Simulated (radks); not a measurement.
Q: The mean radii <r> (bohr) of the occupied orbitals of an atom or ion are listed with their occupations. Method: scalar-relativistic Kohn-Sham, PBEsol, spin-polarised, spherical densities, finite nucleus; Fermi nuclear charge, rms radius of each element as measured or else 0.836 A^(1/3) + 0.57 fm; computed with a radial shooting solver on a logarithmic mesh with Libxc functionals.

orbital  occ.      <r>
1s up       1  0.03181
1s down     1  0.03179
2s up       1   0.1335
2s down     1   0.1338
2p up       3   0.1154
2p down     1   0.1157

Name the element and its charge. Open shells, if any, are filled with parallel spins first.

A: Z = 46, palladium, charge +38: Pd38+ in [He] 2s2 2p4. The 1s radius gives Z: for a bare nucleus <r> = (2 gamma + 1)/(2Z) with gamma = sqrt(1 - (Z/c)^2), 0.03135 bohr for Z = 46, and screening makes it slightly larger (0.03181 here). The occupations add up to 8, and the charge is Z minus that.
